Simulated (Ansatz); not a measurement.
Reactions of C₂H₉AsSi, SMILES `[SiH3]CC[AsH2]`.

Isolated molecules relaxed with PBE0-D4/def2-TZVP in Ansatz; ΔE leaves out vibrations. CBS: MP2 limit from def2 TZ/QZ plus the TZ coupled-cluster correction, frozen cores. This one scheme is used for every species. Elements past krypton have def2 core potentials. For As, Br, Ga, Ge, In, Sn outer-core shells are correlated without core-valence functions, which leaves a few kJ/mol of doubt a bond. Scalar relativity is left out up to krypton. Each species was taken in one conformer, which may not be the lowest.

```json
{"reaction": "`[SiH3]CC[AsH2]` + `CNCSS` → `CNC[AsH2]` + `[SiH3]CCSS`", "CCSD/CBS(def2) (eV)": "0.17", "CCSD(T)/CBS(def2) (eV)": "0.18"}
{"reaction": "`[SiH3]CC[AsH2]` + `[OH][In]([Cl])[Cl]` → `[SiH3][In]([Cl])[Cl]` + `OCC[AsH2]`", "CCSD/CBS(def2) (eV)": "0.51", "CCSD(T)/CBS(def2) (eV)": "0.54"}
{"reaction": "`[SiH3]CC[AsH2]` + `S[S][GeH3]` → `[GeH3][S]S[AsH2]` + `CC[SiH3]`", "CCSD/CBS(def2) (eV)": "-0.53", "CCSD(T)/CBS(def2) (eV)": "-0.55"}
{"reaction": "`[SiH3]CC[AsH2]` + `B[SiH]1CO1` → `[AsH2][SiH]1CO1` + `BCC[SiH3]`", "CCSD/CBS(def2) (eV)": "-0.81", "CCSD(T)/CBS(def2) (eV)": "-0.80"}
{"reaction": "`[SiH3]CC[AsH2]` + `[OH][SnH2][NH][SiH3]` → `[SiH3][NH][SnH2][SiH3]` + `OCC[AsH2]`", "CCSD/CBS(def2) (eV)": "0.83", "CCSD(T)/CBS(def2) (eV)": "0.84"}
{"reaction": "`[SiH3]CC[AsH2]` + HBr → `[SiH3]CCBr` + `[AsH3]`", "CCSD/CBS(def2) (eV)": "0.17", "CCSD(T)/CBS(def2) (eV)": "0.17"}
{"reaction": "`[SiH3]CC[AsH2]` + CH₃SH → `CS[AsH2]` + `CC[SiH3]`", "CCSD/CBS(def2) (eV)": "-0.47", "CCSD(T)/CBS(def2) (eV)": "-0.47"}
{"reaction": "`[SiH3]CC[AsH2]` + `CNC` → `CNC[AsH2]` + `CC[SiH3]`", "CCSD/CBS(def2) (eV)": "0.01", "CCSD(T)/CBS(def2) (eV)": "0.01"}
{"reaction": "`[SiH3]CC[AsH2]` + `[GaH3]` → `[GaH2][AsH2]` + `CC[SiH3]`", "CCSD/CBS(def2) (eV)": "-1.03", "CCSD(T)/CBS(def2) (eV)": "-1.02"}
```

Largest T1 diagnostic: 0.018, for `B[SiH]1CO1`.
